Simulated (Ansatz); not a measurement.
Input file for Ansatz (a program for electronic structure): U-CCSD(T)/def2-SVP on CdH3N (SMILES [NH2][CdH]), a point of a bond scan (R = 1.216 Å). Elements past Kr take the def2 small-core potentials; no spin–orbit coupling.

Ansatz 0.2 input:
```yaml
crystal:
  periodic: [false, false, false]
  atoms:
    - {symbol: Cd, position_ang: [-0.19315055, -0.04077904, -0.22746535]}
    - {symbol: H, position_ang: [-1.20927786, -0.23635281, -1.52039316]}
    - {symbol: N, position_ang: [1.16167798, 0.26842501, 1.25041043]}
    - {symbol: H, position_ang: [1.56654401, -0.74432617, 1.78825909]}
    - {symbol: H, position_ang: [0.84969212, 0.89030603, 1.98723929]}
basis:
  gaussian:
    orbitals: def2-SVP
correlation: {method: ccsd_t, electrons: outside_noble_gas}
scf: {omitted_lower_state_checks: [cluster_reference]}
magnetization: {spin_polarized: true, initial_magnetization: 0}
```

It printed:

```
WARN ansatz: RAYON_NUM_THREADS=1 ignored (pool sized by the plan → 1); use --threads N
Functional definition: HF
these checks for a lower state are left out or cut short: cluster_reference
integrals: 0.05 GiB planned
627 factors; integrals over basis functions are off by at most 1.1e-3 eV
mean field: 0.16 GiB planned
mean field evaluation 1: about -6062.8458 eV, gradient 2.4e1 eV
mean field evaluation 2: about -6063.0537 eV, gradient 2.4e1 eV
mean field evaluation 4: about -6065.8975 eV, gradient 1.6e0 eV
mean field evaluation 8: about -6065.9281 eV, gradient 1.1e-1 eV
mean field -6065.92822123 eV, -222.9187504964 hartree, gradient 1.5e-6 eV, S^2 0.000000; 0 other end points of the search recorded, 0 dependent functions left out
5 core orbitals not correlated
reference -6065.92822123 eV, -222.9187504964 hartree; 10, 10 occupied and 45, 45 virtual orbitals, 627 factors
second order -13.01925835 eV of doubles, -0.00000000 eV of singles
coupled cluster: 0.21 GiB planned
cycle   1  -12.79193658 eV  change    2.3e-1 eV  update   9.0e-2
cycle   2  -13.07296737 eV  change   -2.8e-1 eV  update   2.9e-2
cycle   3  -13.16491838 eV  change   -9.2e-2 eV  update   2.0e-2
cycle   4  -13.16268211 eV  change    2.2e-3 eV  update   6.1e-3
cycle   5  -13.15869526 eV  change    4.0e-3 eV  update   2.9e-3
cycle   6  -13.15920193 eV  change   -5.1e-4 eV  update   9.7e-4
cycle   7  -13.15904456 eV  change    1.6e-4 eV  update   4.1e-4
cycle   8  -13.15901613 eV  change    2.8e-5 eV  update   1.5e-4
cycle   9  -13.15906283 eV  change   -4.7e-5 eV  update   6.5e-5
cycle  10  -13.15905023 eV  change    1.3e-5 eV  update   2.3e-5
perturbative correction -0.32218269 eV, -0.0118399953 hartree
Total energy: -6079.40945415 eV, -223.4141766682 hartree
Checks for a lower state left out: cluster_reference
```

The calculation finished and met its thresholds.

Cost: roughly 7 core-seconds.
